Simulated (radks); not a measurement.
Species: Al V. Configuration: [He] 2s2 2p5 (the NIST ground configuration). All-electron calculation, scalar-relativistic Kohn-Sham, MS2 meta-GGA, spin-polarised, spherical densities, finite nucleus; open shells are filled with parallel spins first; meta-GGA in the generalised Kohn-Sham scheme; Fermi nuclear charge, rms radius 3.061 fm. Program: a radial shooting solver on a logarithmic mesh with Libxc functionals.

Unscreened Slater integrals over Kohn-Sham orbitals (hartree). They are taken over the spin-up orbitals.

\begin{tabular}{lr}
integral & value \\ \hline
F0(2p,2p) & 1.6272 \\
F2(2p,2p) & 0.75271 \\
F0(2p,2s) & 1.5584 \\
G1(2p,2s) & 0.93322 \\
F0(2p,1s) & 2.2800 \\
G1(2p,1s) & 0.31018 \\
F0(2s,2s) & 1.5137 \\
F0(2s,1s) & 2.1341 \\
G0(2s,1s) & 0.17436 \\
F0(1s,1s) & 7.8471 \\
\end{tabular}

Derived for the open shells (J is the average intra-shell exchange parameter used in DFT+U). 2p: J = F2/5 = 0.1505 hartree.
